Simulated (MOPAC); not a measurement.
A run for MOPAC: PM7 on CH3F2In (SMILES [CH3][In]([F])[F]), a point of a torsion scan.

```
PM7 1SCF PRECISE CHARGE=0 THREADS=1
CH3F2In

C     -1.13863432 1    -0.09945459 1    -0.00108622 1
In     1.07470835 1     0.08246919 1    -0.06781821 1
F      2.35043824 1    -0.82816356 1     1.12828622 1
F      2.04755746 1     1.20442900 1    -1.36406486 1
H     -1.45214907 1     0.24052671 1     0.97838052 1
H     -1.37233103 1    -1.14589723 1    -0.15460064 1
H     -1.51306292 1     0.53029035 1    -0.79798179 1
```

The log:

```
*******************************************************************************
 **                                                                           **
 **                              MOPAC v23.2.5                                **
 **                                                                           **
 *******************************************************************************
 ** MOPAC's Digital Object Identifier: https://doi.org/10.5281/zenodo.6511958 **
 **                                                                           **
 ** Please cite the open-source release paper for use of this MOPAC version:  **
 ** J. E. Moussa and J. J. P. Stewart (2026)                                  **
 ** MOPAC: An open-source semiempirical molecular orbital program             **
 ** J. Open Source Softw., 11(119), 8025, https://doi.org/10.21105/joss.08025 **
 *******************************************************************************

                              PM7 CALCULATION RESULTS

 *******************************************************************************
 *  PM7        - The PM7 Hamiltonian to be used
 *
 *
 *
 *                 CHARGE ON SYSTEM = 0
 *
 *
 *
 *  PRECISE    - TIGHTER CRITERIA TO BE USED
 *  1SCF       - DO 1 SCF AND THEN STOP
 *  THREADS=1  - MULTI-THREADING NOT USED
 *  T=         - A TIME OF 172800.0 SECONDS REQUESTED
 *  DUMP=N     - RESTART FILE WRITTEN EVERY 7200.0 SECONDS REQUESTED
 *******************************************************************************
PM7 1SCF PRECISE CHARGE=0 THREADS=1
 CH3F2In

   ATOM   CHEMICAL          X               Y               Z
  NUMBER   SYMBOL      (ANGSTROMS)     (ANGSTROMS)     (ANGSTROMS)

     1       C         -1.13863432  *  -0.09945459  *  -0.00108622  *
     2      In          1.07470835  *   0.08246919  *  -0.06781821  *
     3       F          2.35043824  *  -0.82816356  *   1.12828622  *
     4       F          2.04755746  *   1.20442900  *  -1.36406486  *
     5       H         -1.45214907  *   0.24052671  *   0.97838052  *
     6       H         -1.37233103  *  -1.14589723  *  -0.15460064  *
     7       H         -1.51306292  *   0.53029035  *  -0.79798179  *



          CARTESIAN COORDINATES

    NO.       ATOM           X           Y           Z

     1         C         -1.1386     -0.0995     -0.0011
     2        In          1.0747      0.0825     -0.0678
     3         F          2.3504     -0.8282      1.1283
     4         F          2.0476      1.2044     -1.3641
     5         H         -1.4521      0.2405      0.9784
     6         H         -1.3723     -1.1459     -0.1546
     7         H         -1.5131      0.5303     -0.7980

 General Reference for PM7:
 "Optimization of Parameters for Semiempirical Methods VI: More Modifications to the
 NDDO Approximations and Re-optimization of Parameters", J. J. P. Stewart, J. Mol. Mod., 1:32, 19 (2013)
 https://link.springer.com/article/10.1007/s00894-012-1667-x

           Empirical Formula: C H3 In F2  =     7 atoms



      MOLECULAR POINT GROUP   :   Cs


      RHF CALCULATION, NO. OF DOUBLY OCCUPIED LEVELS = 12


 -------------------------------------------------------------------------------
 PM7 1SCF PRECISE CHARGE=0 THREADS=1
 CH3F2In



     1SCF WAS SPECIFIED, SO BFGS WAS NOT USED
     SCF FIELD WAS ACHIEVED


                              PM7 CALCULATION
                                                       MOPAC v23.2.5 Linux




          FINAL HEAT OF FORMATION =       -109.24584 KCAL/MOL =    -457.08459 KJ/MOL


          COSMO AREA              =        114.46 SQUARE ANGSTROMS
          COSMO VOLUME            =         96.71 CUBIC ANGSTROMS

          IONIZATION POTENTIAL    =         11.849961 EV
          HOMO LUMO ENERGIES (EV) =        -11.850 -0.888
          NO. OF FILLED LEVELS    =         12
          MOLECULAR WEIGHT        =        167.8515         POINT GROUP:  Cs

          MOLECULAR DIMENSIONS (Angstroms)

            Atom       Atom       Distance
            H     7    F     3     4.52576
            F     4    H     6     3.97432
            H     5    H     6     1.74536


          SCF CALCULATIONS        =          1





   ATOM   CHEMICAL          X               Y               Z
  NUMBER   SYMBOL      (ANGSTROMS)     (ANGSTROMS)     (ANGSTROMS)

     1       C         -1.13863432  *  -0.09945459  *  -0.00108622  *
     2      In          1.07470835  *   0.08246919  *  -0.06781821  *
     3       F          2.35043824  *  -0.82816356  *   1.12828622  *
     4       F          2.04755746  *   1.20442900  *  -1.36406486  *
     5       H         -1.45214907  *   0.24052671  *   0.97838052  *
     6       H         -1.37233103  *  -1.14589723  *  -0.15460064  *
     7       H         -1.51306292  *   0.53029035  *  -0.79798179  *

                             CARTESIAN COORDINATES

   1    C       -1.138634320    -0.099454590    -0.001086220
   2   In        1.074708350     0.082469190    -0.067818210
   3    F        2.350438240    -0.828163560     1.128286220
   4    F        2.047557460     1.204429000    -1.364064860
   5    H       -1.452149070     0.240526710     0.978380520
   6    H       -1.372331030    -1.145897230    -0.154600640
   7    H       -1.513062920     0.530290350    -0.797981790


           Empirical Formula: C H3 In F2  =     7 atoms



      MOLECULAR POINT GROUP   :   Cs


                  EIGENVALUES
 -37.31616 -37.29412 -24.93258 -14.91843 -14.74484 -14.56290 -14.11114 -14.09600
 -13.85732 -13.46394 -13.35748 -11.84996  -0.88819   0.38463   0.44282   1.50554
   5.17892   5.24397   6.12547


              NET ATOMIC CHARGES AND DIPOLE CONTRIBUTIONS

  ATOM NO.   TYPE          CHARGE      No. of ELECS.   s-Pop       p-Pop
    1          C          -0.442293        4.4423     1.06328     3.37901
    2         In           0.985360        2.0146     0.55979     1.45485
    3          F          -0.506657        7.5067     1.96723     5.53943
    4          F          -0.505553        7.5056     1.96715     5.53840
    5          H           0.155850        0.8441     0.84415
    6          H           0.155857        0.8441     0.84414
    7          H           0.157436        0.8426     0.84256
 DIPOLE           X         Y         Z       TOTAL
 POINT-CHG.    -6.445    -0.584     0.261     6.477
 HYBRID         2.089     0.172    -0.064     2.097
 SUM           -4.356    -0.412     0.197     4.380


          ATOMIC ORBITAL ELECTRON POPULATIONS

     Atom    s        px        py        pz
    1  C   1.06328   1.04515   1.16626   1.16760
    2 In   0.55979   0.87919   0.25067   0.32500
    3  F   1.96723   1.80601   1.89470   1.83872
    4  F   1.96715   1.87864   1.84858   1.81117
    5  H   0.84415
    6  H   0.84414
    7  H   0.84256

 **********************
 *                    *
 * JOB ENDED NORMALLY *
 *                    *
 **********************




 == MOPAC DONE ==
```

The run finished.

Cost: around 0.03 core-seconds (rough).
